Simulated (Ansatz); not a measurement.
Basis-set extrapolation for C$_{7}$H$_{16}$O (`CCCC(O)CCC`) (PBE0-D4/def2-TZVP geometry, frozen core, Ansatz). Multiplicity 1, RHF reference.

```csv
,def2-TZVPP,def2-QZVPP
HF,-349.392616,-349.409068
MP2 correlation,-1.473656,-1.569664
CCSD(T) correlation,-1.613463,not run
```

Energies in hartree. Use E(X) = E(∞) + A·exp(−7.88·√X) for Hartree–Fock and E(X) = E(∞) + B·X^(−2.97) for correlation, with X = 3 and 4, and add CCSD(T) minus MP2 of the smaller set to the MP2 limit.

Q: What is the CCSD(T) energy at the basis-set limit?

A: HF limit: -349.409068 + (-0.016452) × 0.13774 = -349.41133. MP2 limit: -1.569664 + (-0.096008) × 0.74074 = -1.64078. Higher-order term: -1.613463 − (-1.473656) = -0.13981. Total: -351.19192 hartree, 116.6 kcal/mol below CCSD(T)/def2-TZVPP.
